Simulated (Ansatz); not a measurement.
Geometry optimisation, RKS PBE0/6-31G* (Ansatz 0.2.0).

Input:

```yaml
crystal:
  periodic: [false, false, false]
  atoms:
    - { symbol: Si, position_ang: [0.0, 0.0, 0.0] }
    - { symbol: F, position_ang: [0.9996, 0.0, 1.4848] }
    - { symbol: H, position_ang: [1.6189, 0.0, 0.3673] }
    - { symbol: C, position_ang: [-0.8808, 1.5259, -0.6227] }
    - { symbol: H, position_ang: [-1.9334, 1.2723, -0.8671] }
    - { symbol: H, position_ang: [-0.8624, 2.3106, 0.1622] }
    - { symbol: H, position_ang: [-0.3704, 1.9025, -1.5336] }
    - { symbol: C, position_ang: [-0.8808, -1.5259, -0.6227] }
    - { symbol: H, position_ang: [-1.3804, -2.0377, 0.2261] }
    - { symbol: H, position_ang: [-1.6409, -1.2332, -1.3768] }
    - { symbol: H, position_ang: [-0.1449, -2.2146, -1.0879] }
basis:
  gaussian: { orbitals: "6-31G*" }
hamiltonian:
  xc: pbe0
relax:
  f_tol: 0.15
  max_steps: 25
  restrain:
    - { distance: [1, 2], at: 0.92, k: 30.0 }
    - { distance: [0, 1], at: 2.79, k: 30.0 }
    - { distance: [0, 2], at: 2.66, k: 30.0 }
```

Run as:

```bash
$ ansatz run input.yaml --threads 1 --pin off --max-ram 2048MiB --backend cpu --events-out ev --progress --plain --runs-dir out
```

**Question.** Where does it end, and by what steps?

**Answer.** It converged. The restraints hold the end off the free minimum. After 11 steps the energy has fallen by 0.596 eV (the restraints' own energy left out); Si1 moved furthest, 0.99 Å. Parted: Si1–F2 (1.79 → 2.79 Å). Joined: F2–H3 (1.28 → 0.93 Å).

| step | energy less start (eV) | largest force component (eV/Å) | accepted |
| --- | --- | --- | --- |
| 0 | 0.0000 | 4.412 | yes |
| 1 | 1.2887 | 7.830 | yes |
| 2 | 2.3595 | 9.211 | yes |
| 3 | 1.9277 | 8.503 | yes |
| 4 | 0.7042 | 4.323 | yes |
| 5 | -0.0300 | 1.517 | yes |
| 6 | -0.3191 | 0.827 | yes |
| 7 | -0.4582 | 0.461 | yes |
| 8 | -0.5310 | 0.482 | yes |
| 9 | -0.5776 | 0.424 | yes |
| 10 | -0.5951 | 0.242 | yes |
| 11 | -0.5965 | 0.257 | yes |

```xyz
11
Properties=species:S:1:pos:R:3
Si 0.252 0.014 -0.957
F 1.374 -0.031 1.591
H 2.074 0.025 0.975
C -0.993 1.443 -0.705
H -2.050 1.158 -0.759
H -0.819 1.876 0.292
H -0.803 2.254 -1.418
C -0.925 -1.467 -0.738
H -1.575 -1.346 0.138
H -1.590 -1.491 -1.616
H -0.421 -2.435 -0.674
```

The run took 52 s on 1 thread of AMD EPYC 7R43 64-Core Processor (Zen 3) (shared host), peak memory 0.17 GiB.
